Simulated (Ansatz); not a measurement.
Consider the substitution at a C–Al bond: `O=[CH][AlH][F]` + `CCS` → `CCSC=O` + `[F][AlH2]`.

Program: Ansatz. Geometries: PBE0-D4/def2-TZVP. ΔE: electronic, gas phase. CCSD(T)/CBS is the MP2 limit (def2-TZVPP, def2-QZVPP) plus CCSD(T) − MP2 in def2-TZVPP, frozen cores. This one scheme is used for every species. Functionals use def2-TZVPP. B3LYP here is the variant with VWN-RPA as its local correlation; programs differ in this. HSE06 is defined as in plane-wave codes. Each species was taken in one conformer, which may not be the lowest.

```
             level  ΔE (kJ/mol)  difference from CCSD(T)/CBS
       LDA (SPW92)        -71.2                        -26.9
            PBE-D4        -59.9                        -15.6
         revPBE-D4        -61.7                        -17.4
           BLYP-D4        -54.8                        -10.5
         r2SCAN-D4        -62.9                        -18.6
            B97M-V        -66.2                        -21.9
          B3LYP-D4        -50.7                         -6.4
        r2SCANh-D4        -60.3                        -16.0
        r2SCAN0-D4        -56.8                        -12.5
          HSE06-D4        -54.5                        -10.2
          BHLYP-D4        -45.4                         -1.1
      CAM-B3LYP-D4        -47.2                         -2.9
           ωB97X-V        -47.1                         -2.8
           ωB97M-V        -44.7                         -0.4
            B2PLYP        -47.7                         -3.4
          PBE-QIDH        -51.7                         -7.4
               PBE        -56.2                        -11.9
              BLYP        -47.0                         -2.7
            r2SCAN        -61.9                        -17.6
              PBE0        -51.4                         -7.1
             B3LYP        -45.0                         -0.7
           r2SCANh        -59.2                        -14.9
             HSE06        -51.6                         -7.3
             BHLYP        -41.6                          2.7
         CAM-B3LYP        -44.1                          0.2
           LC-ωPBE        -43.8                          0.5
RPA@PBE/def2-TZVPP        -39.7                          4.6
       HF/def2-SVP        -32.7                         11.6
      MP2/def2-SVP        -54.8                        -10.5
     CCSD/def2-SVP        -41.7                          2.6
  CCSD(T)/def2-SVP        -47.5                         -3.2
     HF/def2-TZVPP        -32.8                         11.5
    MP2/def2-TZVPP        -51.7                         -7.4
SCS-MP2/def2-TZVPP        -44.7                         -0.4
   CCSD/def2-TZVPP        -37.8                          6.5
     HF/def2-QZVPP        -32.6                         11.7
    MP2/def2-QZVPP        -52.0                         -7.7
SCS-MP2/def2-QZVPP        -44.7                         -0.4
      HF/CBS(def2)        -32.5                         11.8
     MP2/CBS(def2)        -52.4                         -8.1
       CCSD(T)/CBS        -44.3                            0
```

Largest T1 diagnostic among the species: 0.015.

In def2-TZVPP, CCSD(T) changes the Hartree–Fock value by −10.7 kJ/mol (the triples alone add −5.8 kJ/mol) and MP2 by −18.9 kJ/mol. The D4 term adds −5.7 kJ/mol with B3LYP and −3.1 kJ/mol with PBE0; it sums over pairs of atoms, weighted by their polarisabilities, and B3LYP, whose exchange is more repulsive, gets the larger term.
